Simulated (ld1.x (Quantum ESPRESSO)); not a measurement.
Before and after: TM potential for antimony

ld1.x (Quantum ESPRESSO) 7.5 input, shortened:

```
&input
   title='Sb', zed=51., rel=1, dft='PBE', iswitch=3,
   config='[Kr] 4d10 5s2 5p3 5d-2'
 /
 &inputp
   pseudotype=2, tm=.true., lloc=-1, rcloc=1.15,
   nlcc=.true.
 /
3
5S  1  0   2.00   0.00  1.50  1.50  0.0
5P  2  1   3.00   0.00  2.25  2.25  0.0
5D  3  2  -2.00  -0.15  1.95  1.95  0.0
 &test
   configts(1)='5s2 5p3'
 /
```

All-electron outer shells of the reference configuration (PBE, scalar-relativistic, ld1.x):

| shell | level (eV) | outermost node (bohr) | outermost maximum (bohr) |
| --- | --- | --- | --- |
| 4p | -101.79 | 0.39 | 0.76 |
| 4d | -33.51 | 0.38 | 0.84 |
| 5s | -12.83 | 0.95 | 1.90 |
| 5p | -4.83 | 1.04 | 2.35 |

Change: wave 5p (bound): rc 2.25 bohr becomes 5p (bound): rc 1.48 bohr.

Cutoffs: the cutoffs (Ry, on a coarse ladder) from which the occupation-weighted sum of valence levels, in a spherical-Bessel basis at the reference potential, stays within 10 and 1 mRy of its value at 400 Ry; they do not see the model core or the augmentation charge, which bear on the density cutoff. Errors are all-electron minus pseudo energies relative to the spin-unpolarised reference configuration.

Task: How do hardness, ghosts and transferability respond?

Result: The potential gets harder (40 Ry and 110 Ry → 120 Ry and 160 Ry); both files keep a bound ghost (p, s); of the 7 tests that both files solve, the error grows in 6 and shrinks in 0 by more than 15 % and 0.3 meV (median size 33.7 → 44.0 meV). A smaller radius makes the pseudo-wave follow the all-electron one further in, where it bends more sharply, so more plane waves are needed. That the errors move this way runs against the usual rule that smaller radii transfer better.

| quantity | base | changed |
| --- | --- | --- |
| cutoff, loose | 40 Ry | 120 Ry |
| cutoff, tight | 110 Ry | 160 Ry |
| loose cutoff by channel (10 mRy a level) | s 35 Ry, p 6 Ry | s 35 Ry, p 100 Ry |
| bound ghosts | s, p | s, p |
| error for 5s2 5p2, meV [ΔE 8.32 eV] | -5.8 | -10 |
| error for 5s2 5p1, meV [ΔE 24.28 eV] | -37 | -58 |
| error for 5s2 5p0, meV [ΔE 48.70 eV] | -134 | -167 |
| error for 5s1 5p3, meV [ΔE 17.05 eV] | -34 | -44 |
| error for 5s2 5p2.5, meV [ΔE 3.26 eV] | -1.3 | -2.3 |
| error for 5s1 5p0, meV [ΔE 92.99 eV] | -469 | -567 |
| error for 5s2 5p3.3, meV [ΔE -1.16 eV] | +0.1 | -0.2 |

Base: These tests converged, but a pseudo level misses the all-electron one widely, so the file describes the atom poorly there or has found another state: 5s1 5p0: empty 5p by 4.2 eV. A true bound ghost makes a file unfit for plane-wave use even where its test errors are small: the radial tests pick states by their node count and pass the ghost by.
